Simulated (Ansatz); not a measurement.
The cluster Cs₃F₂⁻. The state is a triplet with charge -1. Geometry PBE-D4/def2-TZVP, that of the neutral doublet.

```xyz
5

Cs   -0.2101    1.7102   -1.4989
Cs   -1.3823   -0.7312    1.6775
Cs    2.9855   -1.8361   -0.3361
F    -2.1346    1.2942    0.2146
F     0.7416   -0.4371   -0.0571
```

In the def2 sets Cs takes a core potential; there is no spin–orbit coupling. At PBE-D4/def2-TZVPD, r2SCAN-D4/def2-TZVPD, PBE0-D4/def2-TZVPD the highest occupied level of the charge -1 triplet lies above zero (up to 0.63 eV). By energy differences its removal costs 0.18 eV (vertical, to the charge 0 doublet, at PBE0-D4/def2-TZVPD). At PBE-D4/def2-TZVPD, r2SCAN-D4/def2-TZVPD an occupied level of the charge -1 triplet lies above an empty one (by up to 0.04 eV), so this SCF solution is probably not the lowest. At PBE-D4/def2-TZVPD, r2SCAN-D4/def2-TZVPD the gap within one spin of the charge -1 triplet nearly closes, so an electron or hole may be smeared out by delocalisation error. At PBE0-D4/def2-TZVPD a singlet of charge -1 lies 0.20 eV below the triplet at the same geometry. The structure comes from a short search, and lower isomers may exist.

(1) Estimate the α-spin orbital energies around the gap (eV) in Ansatz with PBE-D4/def2-TZVPD, r2SCAN-D4/def2-TZVPD, PBE0-D4/def2-TZVPD.

Results:

(1) 
| orbital | PBE-D4/def2-TZVPD | r2SCAN-D4/def2-TZVPD | PBE0-D4/def2-TZVPD |
| --- | --- | --- | --- |
| HOMO−5 | -4.18 | -4.55 | -6.04 |
| HOMO−4 | -3.40 | -3.75 | -5.22 |
| HOMO−3 | -3.34 | -3.66 | -5.13 |
| HOMO−2 | -3.32 | -3.66 | -5.12 |
| HOMO−1 | 0.15 | 0.12 | -0.20 |
| HOMO | 0.60 | 0.63 | 0.39 |
| LUMO | 0.59 | 0.60 | 0.75 |
| LUMO+1 | 1.04 | 1.00 | 1.26 |
| LUMO+2 | 1.12 | 1.11 | 1.37 |
| LUMO+3 | 1.22 | 1.25 | 1.50 |
| LUMO+4 | 1.32 | 1.33 | 1.57 |
| LUMO+5 | 1.34 | 1.36 | 1.58 |
| β HOMO | -3.32 | -3.66 | -5.12 |
| β LUMO | 0.69 | 0.73 | 1.11 |
